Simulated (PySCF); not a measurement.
GaH2F, SMILES [GaH2][F].

Geometry: B3LYP-D3(BJ)/def2-TZVP.

Computed with PBE/def2-TZVPD (PySCF).

Symmetry labels are those of the subgroup C2v that the program uses (full group C2v).

Computed valence orbital energies around the gap with their symmetry:
| orbital | symmetry | energy (eV) |
|---|---|---|
| HOMO−7 | A2 | -20.48 |
| HOMO−6 | B2 | -20.36 |
| HOMO−5 | A1 | -20.26 |
| HOMO−4 | A1 | -11.76 |
| HOMO−3 | B2 | -9.11 |
| HOMO−2 | A1 | -9.11 |
| HOMO−1 | B1 | -8.88 |
| HOMO | B2 | -7.60 |
| LUMO | B1 | -2.49 |
| LUMO+1 | A1 | -0.94 |
| LUMO+2 | A1 | -0.23 |
| LUMO+3 | A1 | 0.28 |
